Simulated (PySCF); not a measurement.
PySCF job for stibine (H3Sb), SMILES [SbH3], IEF-PCM-PBE0/def2-TZVPD. Geometry optimised at B3LYP-D3(BJ)/def2-TZVPD. The def2 effective core potentials stand for the cores of Sb; spin–orbit coupling is left out.

```python
import numpy as np
from pyscf import gto, scf, dft
from pyscf.solvent import pcm

mol = gto.M(
    atom='''
    Sb   -0.00000000    0.00000000    0.05361477
    H     1.22652467   -0.70813435   -0.91145114
    H    -1.22652464   -0.70813435   -0.91145117
    H     0.00000001    1.41626868   -0.91145117
    ''',
    basis='def2-TZVPD',
    ecp={'Sb': 'def2-tzvp'},
    charge=0,
    spin=0,
    max_memory=1600,
    verbose=3,
)
mf = dft.RKS(mol, xc='pbe0').density_fit(auxbasis='def2-universal-jkfit')
mf.grids.level = 3
mf.conv_tol = 1e-9
mf.max_cycle = 100
mf.kernel()
res = {}
for name, eps in {'water': 78.355, 'tetrahydrofuran': 7.4257, 'ethanol': 24.852}.items():
    s = mf.PCM()
    s.with_solvent.method, s.with_solvent.eps, s.with_solvent.lebedev_order = 'IEF-PCM', eps, 29
    s.kernel(mf.make_rdm1())
    res[name] = (s.e_tot, eps, s.dip_moment(), s.mo_energy, s.converged)
    print(f'{name}: electrostatic solvation free energy {(s.e_tot - mf.e_tot) * 627.509474:.3f} kcal/mol')
```

Program output:

```
converged SCF energy = -242.030039601411

WARN: PCM is an experimental feature. It is still in testing.
Features and APIs may be changed in the future.

converged SCF energy = -242.030767301425
Dipole moment(X, Y, Z, Debye): -0.00000, -0.00067,  0.43463
water: electrostatic solvation free energy -0.457 kcal/mol

WARN: PCM is an experimental feature. It is still in testing.
Features and APIs may be changed in the future.

converged SCF energy = -242.030624096053
Dipole moment(X, Y, Z, Debye): -0.00000, -0.00048,  0.40722
tetrahydrofuran: electrostatic solvation free energy -0.367 kcal/mol

WARN: PCM is an experimental feature. It is still in testing.
Features and APIs may be changed in the future.

converged SCF energy = -242.030732575542
Dipole moment(X, Y, Z, Debye): -0.00000, -0.00062,  0.42763
ethanol: electrostatic solvation free energy -0.435 kcal/mol
```

The run converged.

Cost: roughly 13 core-seconds.
